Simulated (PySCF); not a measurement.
Computed shifts of a molecule C₃H₅NOSi, PBE/pcSseg-1 in PySCF, GIAO, gas phase, atoms alike by connectivity averaged where their shifts nearly agree, in ppm (number of nuclei): ²⁹Si: 1.4 (1). ¹³C: 182.4 (1), 152.6 (1), 151.1 (1). ¹⁵N: 380.4 (1). ¹H: 8.94 (1), 7.16 (1), 6.98 (1), 5.51 (1), 1.27 (1). References: ¹⁷O against H2O (σ = 334.3 ppm); ²⁹Si against TMS (σ = 335.4 ppm); ¹³C against TMS (σ = 182.0 ppm); ¹⁵N against NH3 (σ = 267.0 ppm); ¹H against TMS (σ = 31.49 ppm), references at their B3LYP-D3(BJ)/def2-TZVP geometries, non-relativistic. Geometry: PBE0-D3(BJ)/def2-SVP. Other conformers were not sampled.

### Question
Which molecule gave these data?
(A) N#C[C@H]1CO[SiH2]1
(B) C=C=C1N[SiH2]O1
(C) O=CC1=N[SiH2]C1
(D) O[Si@@H]1C=CC=N1

### Answer
D, O[Si@@H]1C=CC=N1
